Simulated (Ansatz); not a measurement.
Computed with Ansatz on PBE0-D4/def2-TZVP structures; ΔE is electronic, products minus reactants. CCSD(T)/CBS is the MP2 limit (def2-TZVPP, def2-QZVPP) plus CCSD(T) − MP2 in def2-TZVPP, frozen cores. Functionals use def2-TZVPP. B3LYP here is the variant with VWN-RPA as its local correlation; programs differ in this. For As outer-core shells are correlated without core-valence functions, which leaves a few kJ/mol of doubt a bond. Scalar relativity is left out up to krypton. Each species was taken in one conformer, which may not be the lowest.

Consider the ligand exchange at the Si–N bond: `CC(O)N[SiH3]` + `C[AsH]C` → `C[As](C)[SiH3]` + `CC(N)O`.

Q: Is it downhill or uphill in electronic energy at CCSD(T)/CBS, and by how much? (Best estimate.)

A: Ansatz gave: Uphill: ΔE = +0.17 eV.

Q: What do these levels give: PBE0-D4, B3LYP-D4, HF/def2-QZVPP, MP2/def2-QZVPP, HF/CBS(def2), MP2/CBS(def2)? (Best estimate.)

A: The calculation gave: PBE0-D4 0.09, B3LYP-D4 0.19, HF/def2-QZVPP 0.37, MP2/def2-QZVPP 0.18, HF/CBS(def2) 0.38, MP2/CBS(def2) 0.17 eV.

Largest T1 diagnostic among the species: 0.011.

From PBE to PBE0 (25 % exact exchange), in def2-TZVPP and without D4, ΔE moves by +0.04 eV. In def2-TZVPP, CCSD(T) changes the Hartree–Fock value by −0.17 eV (the triples alone add −0.03 eV) and MP2 by −0.17 eV.
